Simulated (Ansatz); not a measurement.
Computed with Ansatz on PBE0-D4/def2-TZVP structures; ΔE is electronic, products minus reactants. CCSD(T)/CBS is the MP2 limit (def2-TZVPP, def2-QZVPP) plus CCSD(T) − MP2 in def2-TZVPP, frozen cores. This one scheme is used for every species. Functionals use def2-TZVPP. B3LYP here is the variant with VWN-RPA as its local correlation; programs differ in this. For Ge, Se outer-core shells are correlated without core-valence functions, which leaves a few kJ/mol of doubt a bond. Scalar relativity is left out up to krypton. One conformer a species, not always the lowest.

`[OH][GeH]([SH])[CH2]F` + H₂Se → `[OH][GeH]([SH])[SeH]` + `CF`  (ligand exchange at a Ge–C bond)

Problem. Is it downhill or uphill in electronic energy at CCSD(T)/CBS, and by how much? (An estimate is asked.)

Solution. Computed: Downhill: ΔE = -0.93 eV.

Problem. What do these levels give: PBE-D4, B3LYP-D4, PBE0, MP2/def2-TZVPP, CCSD(T)/def2-TZVPP, SCS-MP2/def2-QZVPP? (An estimate is asked.)

Solution. The calculation gave: PBE-D4 -0.93, B3LYP-D4 -0.94, PBE0 -0.95, MP2/def2-TZVPP -0.97, CCSD(T)/def2-TZVPP -0.90, SCS-MP2/def2-QZVPP -0.96 eV.

Largest T1 diagnostic among the species: 0.012.
